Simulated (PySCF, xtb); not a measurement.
CaCl2, SMILES [Cl][Ca][Cl] (connectivity only; charge and spin as stated), charge +1, multiplicity 2.

Harmonic wavenumbers (cm⁻¹) from GFN2-xTB (xtb) at its own minimum, in rising order: 147, 215, 281.

Question: What does B3LYP-D3(BJ)/def2-TZVP (PySCF) give at its own minimum? (The exact figures need the calculation; the answer reports its results.)

Answer: 183, 257, 371. Paired by order, the mean absolute difference is 56 cm⁻¹ and the zero-point energies are 0.9 and 1.2 kcal/mol.
